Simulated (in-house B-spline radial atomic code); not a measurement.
A fraction x of an electron is removed from 3p in neutral strontium, starting from [Kr] 5s2 and keeping the highest spin. Method: non-relativistic PBE, spin-polarised, spherical fractional occupations, point nucleus. Calculated with an all-electron radial atomic-structure program (B-spline basis).

| x | E(x) - E(0) (eV) | 3p down level (eV) |
| --- | --- | --- |
| 0 | 0.0000 | -253.504 |
| 0.07 | 17.8096 | -255.346 |
| 0.22 | 56.4103 | -259.341 |
| 0.37 | 95.6150 | -263.398 |
| 0.44 | ? | ? |
| 0.5 | ? | ? |
| 0.53 | 138.1090 | -267.788 |
| 0.67 | 175.8712 | -271.680 |
| 0.84 | 222.4627 | -276.466 |
| 0.99 | 264.2527 | -280.742 |
| 1 | 267.0616 | -281.028 |

**Question.** What belongs in the row x = 0.44?

**Answer.** An energy change of 114.1197 eV; 3p down at -265.311 eV.

**Question.** What belongs in the row x = 0.5?

**Answer.** An energy change of 130.0878 eV; 3p down at -266.960 eV.

**Question.** Check Janak's theorem between x = 0.07 and 0.22.

**Answer.** The slope of the energy is 257.34 eV; the orbital levels give 257.34 eV (-ε of the emptying orbital, averaged over the two points).
